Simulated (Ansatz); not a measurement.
Total energies of C₂H₄FGeN, SMILES `N#C[CH2][GeH2][F]`.

Cartesian coordinates in Å:
```
N 0.435 1.059 -2.512
C 0.032 0.942 -1.440
C -0.436 0.733 -0.093
Ge 0.319 -0.932 0.643
F -0.352 -1.015 2.247
H -1.525 0.658 -0.074
H -0.135 1.564 0.549
H -0.178 -2.164 -0.117
H 1.840 -0.846 0.795
```

Charge 0, multiplicity 1. Correlated methods include outer-core shells of Ge, which these sets cover unevenly. Scalar relativity is left out up to krypton. All single points use the PBE0-D4/def2-TZVP geometry. It is one conformer, not always the lowest. Basis def2-TZVPP, Ansatz.

RPA on PBE orbitals: Hartree–Fock energy of these orbitals -2307.37784 Eh, correlation -1.56994 Eh (frozen core).

```json
{"functional": "PBE", "energy without D4 (Eh)": "-2309.75415", "D4 term (kJ/mol)": "-16.7"}
{"functional": "CAM-B3LYP", "energy without D4 (Eh)": "-2310.36627", "D4 term (kJ/mol)": "-14.3"}
```

(1) Give the same for LDA (SPW92), revPBE, BLYP, r2SCAN, B97M-V, PBE0, B3LYP, r2SCANh, r2SCAN0, HSE06 (plane-wave form), BHLYP, LC-ωPBE, ωB97X-V, ωB97M-V, B2PLYP, PBE-QIDH. (Estimate.)

B3LYP takes the VWN-RPA correlation (the form of Gaussian; ORCA's B3LYP/G). HSE06 is the plane-wave form, built on full-range PBE exchange. The double hybrids freeze the cores in their second-order part.

Results:

(1) Computed: 
```json
{"functional": "LDA (SPW92)", "energy without D4 (Eh)": "-2305.36006", "D4 term (kJ/mol)": "–"}
{"functional": "revPBE", "energy without D4 (Eh)": "-2310.10062", "D4 term (kJ/mol)": "-50.0"}
{"functional": "BLYP", "energy without D4 (Eh)": "-2310.33750", "D4 term (kJ/mol)": "-36.6"}
{"functional": "r2SCAN", "energy without D4 (Eh)": "-2310.20598", "D4 term (kJ/mol)": "-4.1"}
{"functional": "B97M-V", "energy without D4 (Eh)": "-2309.90489", "D4 term (kJ/mol)": "–"}
{"functional": "PBE0", "energy without D4 (Eh)": "-2309.81457", "D4 term (kJ/mol)": "-14.1"}
{"functional": "B3LYP", "energy without D4 (Eh)": "-2310.38436", "D4 term (kJ/mol)": "-26.9"}
{"functional": "r2SCANh", "energy without D4 (Eh)": "-2310.18457", "D4 term (kJ/mol)": "-4.3"}
{"functional": "r2SCAN0", "energy without D4 (Eh)": "-2310.15412", "D4 term (kJ/mol)": "-4.8"}
{"functional": "HSE06 (plane-wave form)", "energy without D4 (Eh)": "-2309.80382", "D4 term (kJ/mol)": "-13.1"}
{"functional": "BHLYP", "energy without D4 (Eh)": "-2310.19749", "D4 term (kJ/mol)": "-20.6"}
{"functional": "LC-ωPBE", "energy without D4 (Eh)": "-2309.91319", "D4 term (kJ/mol)": "–"}
{"functional": "ωB97X-V", "energy without D4 (Eh)": "-2310.07049", "D4 term (kJ/mol)": "–"}
{"functional": "ωB97M-V", "energy without D4 (Eh)": "-2310.14334", "D4 term (kJ/mol)": "–"}
{"functional": "B2PLYP", "energy without D4 (Eh)": "-2309.80799", "D4 term (kJ/mol)": "–"}
{"functional": "PBE-QIDH", "energy without D4 (Eh)": "-2309.45860", "D4 term (kJ/mol)": "–"}
```

LC-ωPBE has ω = 0.4 bohr⁻¹.
